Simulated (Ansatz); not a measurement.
Problem. Name a neutral molecule of Al, C, Cl, S, Si and H with HOMO–LUMO gap (ωB97M-V/def2-TZVPP) between 10.50 and 10.80 eV and HOMO–LUMO gap (PBE/def2-TZVPP) between 4.30 and 4.60 eV (Ansatz, PBE0-D4/def2-TZVP geometry).

Solution. `[SiH3][CH](Cl)[AlH][SH]` (10.53 eV, 4.43 eV). Other molecules can fit too; these were computed, each in one conformer that needn't be the lowest.
